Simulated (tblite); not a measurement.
C₅HF₃.
SMILES with atom numbers: `[CH:1]#[C:2][C:3]#[C:4][C:5]([F:6])([F:7])[F:8]` (hydrogens: H9 on C1)

Computed with GFN2-xTB (tblite), gas phase: L-BFGS steps from a force-field or distance-geometry start until the largest atomic force falls under 0.01 eV/Å.

Step 6: E = -687.7281 eV
```
atom  x, y, z in Å  |  force x, y, z in eV/Å
C1      3.1955   -0.0958   -0.3712   -0.858   0.027   0.110
C2      1.9973   -0.0588   -0.2173    0.468  -0.015  -0.056
C3      0.6533   -0.0179   -0.0420    0.576  -0.017  -0.076
C4     -0.5369    0.0186    0.1164   -1.091   0.039   0.134
C5     -1.9854    0.0608    0.3038   -0.124   0.007   0.003
F6     -2.3658    0.8255    1.3381    0.236   0.160   0.167
F7     -2.5244   -1.1448    0.5378    0.193  -0.269   0.000
F8     -2.6456    0.5457   -0.7599    0.196   0.080  -0.229
H9      4.2255   -0.1272   -0.5036    0.403  -0.012  -0.054
```

Step 7: E = -687.7406 eV
```
atom  x, y, z in Å  |  force x, y, z in eV/Å
C1      3.1845   -0.0954   -0.3699    0.266  -0.008  -0.034
C2      1.9929   -0.0589   -0.2162   -0.098   0.004   0.014
C3      0.6523   -0.0176   -0.0422   -0.305   0.008   0.044
C4     -0.5445    0.0187    0.1177   -0.080   0.009  -0.003
C5     -1.9856    0.0609    0.3036   -0.118   0.002   0.011
F6     -2.3568    0.8270    1.3389    0.132   0.157   0.175
F7     -2.5161   -1.1477    0.5369    0.093  -0.257   0.014
F8     -2.6376    0.5463   -0.7631    0.092   0.084  -0.218
H9      4.2244   -0.1272   -0.5036    0.017  -0.001  -0.003
```

Step 8: E = -687.7460 eV
```
atom  x, y, z in Å  |  force x, y, z in eV/Å
C1      3.1845   -0.0954   -0.3699    0.260  -0.008  -0.033
C2      1.9923   -0.0589   -0.2161   -0.243   0.009   0.032
C3      0.6465   -0.0175   -0.0414   -0.073   0.001   0.014
C4     -0.5504    0.0190    0.1182    0.060   0.002  -0.017
C5     -1.9895    0.0609    0.3041   -0.061  -0.003   0.011
F6     -2.3517    0.8302    1.3422    0.062   0.080   0.089
F7     -2.5119   -1.1531    0.5368    0.041  -0.129   0.008
F8     -2.6334    0.5480   -0.7679    0.040   0.045  -0.113
H9      4.2270   -0.1273   -0.5040   -0.086   0.002   0.010
```

Step 9: E = -687.7478 eV
```
atom  x, y, z in Å  |  force x, y, z in eV/Å
C1      3.1819   -0.0953   -0.3696    0.020   0.000  -0.002
C2      1.9878   -0.0589   -0.2151    0.011   0.002  -0.002
C3      0.6430   -0.0172   -0.0410   -0.035  -0.001   0.010
C4     -0.5533    0.0192    0.1185    0.087   0.000  -0.020
C5     -1.9904    0.0608    0.3043   -0.022  -0.004   0.008
F6     -2.3450    0.8328    1.3446    0.000   0.019   0.020
F7     -2.5061   -1.1575    0.5364   -0.005  -0.029   0.004
F8     -2.6278    0.5493   -0.7723   -0.002   0.012  -0.024
H9      4.2234   -0.1271   -0.5036   -0.053   0.001   0.006
```

Q: Estimate the geometry and energy of step 10. (The exact step hangs on the optimiser's Hessian estimate; all steps are aligned on step 9, rigid shifts and turns removed.)

A: E = -687.7479 eV, largest force 0.019 eV/Å
```
atom  x, y, z in Å  |  force x, y, z in eV/Å
C1      3.1815   -0.0953   -0.3695    0.000   0.000   0.000
C2      1.9876   -0.0588   -0.2151    0.004   0.003  -0.001
C3      0.6429   -0.0172   -0.0410    0.019  -0.003   0.003
C4     -0.5528    0.0192    0.1184    0.005   0.002  -0.008
C5     -1.9906    0.0608    0.3044   -0.004  -0.003   0.003
F6     -2.3444    0.8332    1.3450   -0.002   0.005   0.004
F7     -2.5056   -1.1583    0.5364   -0.005  -0.007   0.002
F8     -2.6273    0.5495   -0.7730    0.000   0.003  -0.004
H9      4.2222   -0.1271   -0.5035   -0.018   0.000   0.001
```

The energy changes by -0.0001 eV. The first-order estimate −F·Δx gives -0.0002 eV and the mean of the old and new forces, exact on a quadratic surface, -0.0001 eV. The step makes an angle of 51° with the force vector and moves no atom by more than 0.001 Å.

The cost below is that of the whole relaxation. On one thread of an Arm Neoverse V1, shared host with 32 logical CPUs at a one-minute load of 6.4, this took under 0.1 s wall.
